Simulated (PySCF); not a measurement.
**Radiative rates from a computed spectrum**

Species: C₄H₈O₂SSi.
InChI=1S/C4H8O2SSi/c5-3-1-4(6-8)7-2-3/h4H,1-2H2,8H3/t4-/m1/s1

Computed, not measured: TDDFT wB97X-D/def2-SVPD, vertical, gas phase, core orbitals frozen in the response in PySCF 2.14.0, density-fitted response routines. Geometry: GFN2-xTB, one conformer, isolated molecule.

Computed singlets with f of 0.002 or more:

```json
{"state": "S3", "ν̃ (cm⁻¹)": "45470", "f": "0.0021"}
{"state": "S4", "ν̃ (cm⁻¹)": "53710", "f": "0.058"}
{"state": "S5", "ν̃ (cm⁻¹)": "56150", "f": "0.0048"}
{"state": "S6", "ν̃ (cm⁻¹)": "57830", "f": "0.012"}
{"state": "S7", "ν̃ (cm⁻¹)": "58630", "f": "0.044"}
{"state": "S8", "ν̃ (cm⁻¹)": "59430", "f": "0.010"}
```

Give A, τ, |μ| and ∫σ dE for each state.

Relations used (vacuum, state to state): A = 0.6670 f ν̃² s⁻¹ (ν̃ in cm⁻¹); τ = 1/A; f = (2/3) ΔE |μ|² in atomic units; ∫σ dE = 109.76 f Mb·eV.

```
state  A (s⁻¹)       τ  |μ| (D)  ∫σ dE (Mb·eV)
   S3  2.9×10⁶  350 ns     0.31           0.23
   S4  1.1×10⁸  8.9 ns     1.52            6.4
   S5  1.0×10⁷   98 ns     0.43           0.53
   S6  2.6×10⁷   38 ns     0.66            1.3
   S7  1.0×10⁸  9.9 ns     1.26            4.8
   S8  2.5×10⁷   41 ns     0.61            1.1
```

Leading configurations: S3 H→L (57%); S4 H→L+2 (60%); S5 H→L+3 (36%); S6 H-2→L (80%); S7 H-1→L+1 (42%); S8 H-2→L+1 (41%) (H = HOMO, L = LUMO).

Only emission to the ground state at the vertical energy is counted.

What is the integrated cross-section of all computed states together?

Σf = 0.133 over S1 to S8, so 109.76 × Σf ≈ 14.6 Mb·eV.

Suppose S3 emitted 0.3 eV lower with the same transition dipole. How would A change?

At fixed |μ|, A goes as the cube of the energy: (5.34/5.64)³ = 0.85, which makes τ about 410 ns.

By what factor does the largest A in the list exceed the smallest?

S4 has 39 times the rate of S3.
